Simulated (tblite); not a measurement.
Question: Write Cartesian coordinates for `C=C([O-])C(F)(F)CC` as optimised with GFN2-xTB. (Charge -1.)

Answer: 
```
atom  x, y, z in Å
C1     2.2478    0.5371    0.9391
C2     1.3333    0.2121   -0.0016
O3     1.3382    0.4389   -1.2478
C4     0.0991   -0.5727    0.5418
F5     0.4736   -1.8372    0.9914
F6    -0.4274    0.0012    1.6894
C7    -1.0238   -0.7585   -0.4701
C8    -1.6334    0.5798   -0.8609
H9     3.1446    1.0746    0.6785
H10    2.1108    0.2726    1.9743
H11   -1.7758   -1.4278   -0.0384
H12   -0.5761   -1.2298   -1.3455
H13   -0.8511    1.1849   -1.3128
H14   -2.4435    0.4385   -1.5762
H15   -2.0207    1.0943    0.0169
```

Orientation and origin are arbitrary. Atoms count from 1 in this order. The 4 C–C bonds span 1.352 Å (C1=C2, drawn double in one of several resonance forms) to 1.560 Å (C2–C4, drawn single), a spread of 0.208 Å. C2 (vinylic carbon bearing oxygen) is planar (angles 129.7°, 115.8° and 114.4°, sum 360.0°, 0.00 Å off the plane of its three neighbours). Of the pairs four or more bonds apart, O3···H13 is among the closest relative to their van der Waals radii: 2.31 Å, 85 % of the sum of Bondi's values. C1 (carbon bonded to C and 2 H) is planar (angles 121.6°, 121.0° and 117.4°, sum 360.0°, 0.00 Å off the plane of its three neighbours).

Bonds between heavy atoms (Å): C1=C2 1.352, C2–O3 1.267, C2–C4 1.560, C4–F5 1.393, C4–F6 1.387, C4–C7 1.523, C7–C8 1.522.

The geometry is computed with GFN2-xTB (gas phase).

Point group: C1 (no symmetry element, even within 0.4 Å). Its GFN2-xTB frequencies are all real (lowest 41 cm⁻¹). Torsions: C1–C2–C4–F5 -67°, C2–C4–C7–C8 -65°.

One conformer stands for the species.
